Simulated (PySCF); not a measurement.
CH5FMoN2S, SMILES C[N]=[Mo]([NH2])([F])=[S], multiplicity 1.

Geometry optimised at B3LYP-D3(BJ)/def2-SVP. The multiplicity is an assumed one; other spin states were not compared. The def2 effective core potentials stand for the cores of Mo; spin–orbit coupling is left out. One conformer was computed; it need not be the lowest.

Calculation: PySCF with TDDFT-PBE/def2-SVPD.

Vertical excitations. Gas-phase values at a fixed geometry.

| state | energy (eV) | λ (nm) | f | main pairs |
|---|---|---|---|---|
| S1 | 3.24 | 383 | 0.000 | HOMO→LUMO 96 % |
| S2 | 3.50 | 354 | 0.002 | HOMO→LUMO+1 66 %, HOMO−1→LUMO 32 % |
| S3 | 3.74 | 332 | 0.009 | HOMO−1→LUMO+1 56 %, HOMO−1→LUMO 18 %, HOMO→LUMO+1 11 % |
| S4 | 3.89 | 318 | 0.017 | HOMO−1→LUMO+1 32 %, HOMO−1→LUMO 27 %, HOMO−2→LUMO 12 %, HOMO→LUMO+1 10 % |
| S5 | 4.22 | 294 | 0.004 | HOMO−2→LUMO 71 %, HOMO→LUMO+2 16 % |
| S6 | 4.46 | 278 | 0.006 | HOMO−2→LUMO+1 67 %, HOMO→LUMO+2 12 % |
| S7 | 4.56 | 272 | 0.001 | HOMO→LUMO+3 87 % |
| S8 | 4.66 | 266 | 0.001 | HOMO−3→LUMO+1 78 % |
| S9 | 4.70 | 264 | 0.000 | HOMO−3→LUMO 46 %, HOMO−1→LUMO+2 23 %, HOMO−1→LUMO+3 11 % |
| S10 | 4.78 | 260 | 0.029 | HOMO−1→LUMO+2 27 %, HOMO→LUMO+2 20 %, HOMO−3→LUMO 11 %, HOMO→LUMO+4 11 % |
| T1 | 2.92 | 424 | 0 | HOMO→LUMO 73 %, HOMO→LUMO+1 14 % |
| T2 | 3.00 | 414 | 0 | HOMO→LUMO+1 50 %, HOMO→LUMO 22 %, HOMO−1→LUMO 21 % |
| T3 | 3.12 | 398 | 0 | HOMO−1→LUMO 62 %, HOMO→LUMO+1 34 % |
| T4 | 3.38 | 367 | 0 | HOMO−1→LUMO+1 91 % |
Triplets are in the Tamm–Dancoff approximation, which puts them higher than full response would, so one can lie above its singlet here.
